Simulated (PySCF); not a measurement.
## Broadened absorption spectrum of C6H12Ge

Compound: C6H12Ge.
Numbering: `[CH3:1][CH:2]([CH3:3])[CH2:4][C:5]#[C:6][GeH3:7]` (hydrogens: H8, H9, H10 on C1; H11 on C2; H12, H13, H14 on C3; H15, H16 on C4; H17, H18, H19 on Ge7)

Structure used (PBE0-D3(BJ)/def2-SVP), in Å, numbered top down from 1:
```xyz
19
C6H12Ge angstrom
C     -1.495   -0.223    0.924
C     -1.189    0.034   -0.546
C     -0.879   -1.258   -1.292
C     -0.054    1.063   -0.712
C      1.222    0.632   -0.160
C      2.283    0.252    0.305
Ge     3.938   -0.330    1.018
H     -1.766    0.706    1.448
H     -0.621   -0.656    1.435
H     -2.334   -0.928    1.033
H     -2.080    0.493   -1.010
H     -1.708   -1.976   -1.198
H      0.029   -1.734   -0.887
H     -0.712   -1.075   -2.365
H     -0.347    2.013   -0.231
H      0.082    1.291   -1.784
H      3.693   -1.505    1.977
H      4.856   -0.784   -0.128
H      4.599    0.830    1.779
```

The calculation used TDDFT wB97X-D/def2-SVPD, vertical, gas phase, core orbitals frozen in the response in PySCF 2.14.0, density-fitted response routines. The wB97X-D/def2-SVPD calculation is non-relativistic and has no spin–orbit coupling, an omission that weighs most on germanium.

Broadening: Gaussians 0.4 eV wide at half height, area fixed by f = 4.319×10⁻⁹ ∫ε dν̃. The width is an assumption, not a result. The curve ends short of the highest state used, and states not computed would add to its high-energy end.

λ (nm), ε (L mol⁻¹ cm⁻¹) and a bar:
```
    158.8      13488 ##############################
    160.4       5711 #############
    162.0       2064 #####
    163.6        712 ##
    165.2        354 #
    166.9        342 #
    168.5        400 #
    170.1        421 #
    171.7        381 #
    173.4        291 #
    175.0        195 
    176.6        114 
    178.2         59 
    179.8         27 
    181.5         11 
    183.1          6 
    184.7          7 
    186.3         13 
    187.9         25 
    189.6         44 
    191.2         67 
    192.8         91 
    194.4        113 
    196.0        127 
    197.7        130 
    199.3        121 
    200.9        104 
    202.5         83 
    204.2         60 
    205.8         41 
    207.4         27 
    209.0         17 
    210.6         10 
    212.3          5 
    213.9          3 
    215.5          2 
    217.1          1 
    218.7          0 
    220.4          0 
    222.0          0 
    223.6          0 
    225.2          0 
    226.8          0 
    228.5          0
```

Question: Where are the band maxima, and which computed states make them?

Answer: 197 nm (6.29 eV), ε about 130, made up of S2 (69%) and S3 (30%); 170 nm (7.30 eV), ε about 420, made up of S5 (94%) (ε in L mol⁻¹ cm⁻¹; maxima over ε = 5, shares over 10%). At its high-energy end, 7.81 eV, the curve is still rising (ε about 14000, from S7 and S8). The states used: S1 6.03 eV (f 0.0000); S2 6.28 eV (f 0.0013); S3 6.30 eV (f 0.0006); S4 7.24 eV (f 0.0004); S5 7.30 eV (f 0.0059); S6 8.06 eV (f 0.019); S7 8.07 eV (f 0.491); S8 8.17 eV (f 0.423); S9 8.32 eV (f 0.0012); S10 8.41 eV (f 0.101).

Question: On this curve, what absorbance would a 10⁻⁵ mol/L sample give at 193 nm over a 1 cm path?

Answer: 193 nm is 6.424 eV, where ε is about 94 L mol⁻¹ cm⁻¹, so A = ε c l ≈ 0.00094 (Beer–Lambert, with the gas-phase spectrum and the assumed width).

Question: What would ε be at 7.30 eV, the highest of these maxima, with half the width (0.2 eV)?

Answer: About 832 L mol⁻¹ cm⁻¹ against 422, a factor of about 1.97; a lone state at its own centre would give exactly 2.

Question: Coming from long wavelengths, where does ε first pass 100 L mol⁻¹ cm⁻¹?

Answer: At about 201 nm (6.16 eV), 0.14 eV above S1.

The vertical ionisation energy (ΔSCF) is 9.53 eV, 1.12 eV above S10.

One conformer stands for the species.
